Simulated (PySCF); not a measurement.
## From a computed spectrum to the compound

A species of 4 atoms with charge 1 has these harmonic modes (BP86, small Gaussian bases with core potentials, PySCF 2.14.0):

```
cm⁻¹  km/mol  symmetry
 -18       –       b3g
 -16       –        au
  -8       –       b2u
  18     0.0        ag
  34     3.0       b1u
  36     0.0        ag
```

(1) Which species is it, and in which structure?

Answers

(1) [Cs4]+ (doublet):
```xyz
4

Cs    3.8037   -0.3322    0.0000
Cs   -0.3340    3.8035    0.0000
Cs   -3.8037    0.3322    0.0000
Cs    0.3340   -3.8035    0.0000
```
 Negative wavenumbers this small are taken as noise. Open shells may have lower solutions than the one found.
 This is one of several that fit.
